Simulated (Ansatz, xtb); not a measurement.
Relative energy of two structures of H7InOSi2

Structure I: a singlet given by its coordinates. Structure II: `[SiH3][O][InH][SiH3]`, a singlet. Both are isolated molecules in the gas phase, relaxed with r2SCAN-D4/def2-SVP; the shapes shown needn't be the lowest conformers.

I (Å):

```xyz
11

In    0.2686    1.7263   -0.6854
O     0.5214   -1.5389    0.2142
Si    0.5930   -0.8388    1.7079
Si    0.3819   -0.8045   -1.3093
H    -0.5422   -1.2608    2.5719
H    -1.2558    2.4973   -0.3811
H     1.5597   -1.2230   -2.1322
H     1.7133    2.6815   -0.5802
H    -0.8298   -1.3685   -1.9821
H     1.8929   -1.1014    2.3828
H     0.4800    0.6677    1.5078
```

Close contacts (Å): In1–Si4 2.61, O2–Si3 1.65, O2–Si4 1.70, In1–H6 1.74, In1–H8 1.74, In1–H11 2.44, Si3–H5 1.49, Si3–H10 1.49, Si3–H11 1.52, Si4–H7 1.50, Si4–H9 1.50.

II (Å):

```yaml
atoms:
  - { symbol: In, position_ang: [-0.3711, 1.8579, 1.5836] }
  - { symbol: O, position_ang: [-0.1840, 0.5694, 0.0411] }
  - { symbol: Si, position_ang: [0.9424, 0.1384, -1.0804] }
  - { symbol: Si, position_ang: [-2.6975, 1.6461, 2.6506] }
  - { symbol: H, position_ang: [0.4389, 0.3935, -2.4675] }
  - { symbol: H, position_ang: [1.2709, -1.3187, -0.9735] }
  - { symbol: H, position_ang: [2.2269, 0.9030, -0.9198] }
  - { symbol: H, position_ang: [1.0742, 2.7753, 1.8059] }
  - { symbol: H, position_ang: [-2.5641, 1.1180, 4.0432] }
  - { symbol: H, position_ang: [-3.3538, 2.9875, 2.7241] }
  - { symbol: H, position_ang: [-3.5550, 0.7206, 1.8546] }
```

Estimate E(II) − E(I) at the level CCSD(T)/def2-SVP + ΔMP2/def2-TZVPP.

Calculated at CCSD(T)/def2-SVP + ΔMP2/def2-TZVPP: E(II) − E(I) = +24.7 kJ/mol, so structure I lies lower.

How the difference moves with the method:

| level | geometry | E(II) − E(I) (kJ/mol) | departure from the last row (kJ/mol) | job, with rough time for the two |
| --- | --- | --- | --- | --- |
| r2SCAN-D4/def2-SVP | r2SCAN-D4/def2-SVP | +18.3 | −6.4 | optimisation, 73 s |
| HF/def2-SVP | r2SCAN-D4/def2-SVP | +12.0 | −12.7 | part of the CCSD(T) run |
| MP2/def2-SVP | r2SCAN-D4/def2-SVP | +6.4 | −18.3 | part of the CCSD(T) run |
| CCSD(T)/def2-SVP | r2SCAN-D4/def2-SVP | +8.2 | −16.5 | single point |
| CCSD(T)/def2-SVP + ΔMP2/def2-TZVPP | r2SCAN-D4/def2-SVP | +24.7 |  | single point, 23 s |

The levels shown agree on the order. The largest departure from CCSD(T)/def2-SVP + ΔMP2/def2-TZVPP is that of MP2/def2-SVP, 18.3 kJ/mol. A small imaginary or near-zero mode remains, so no thermal terms are given. Levels run at GFN2-xTB geometries aren't shown. The last row adds to CCSD(T) the change of the MP2 difference between the two basis sets, here +16.5 kJ/mol, a large step that makes the value less sure.

The correlated steps freeze 15 core orbitals; the filled d shell of In is correlated, in a basis made for valence electrons. Atoms past krypton carry core potentials in the def2 sets and no spin–orbit term is included. Codes used: Ansatz 0.2.0; the last row on 2 threads of Intel(R) Xeon(R) 6975P-C (Granite Rapids) on a shared host.
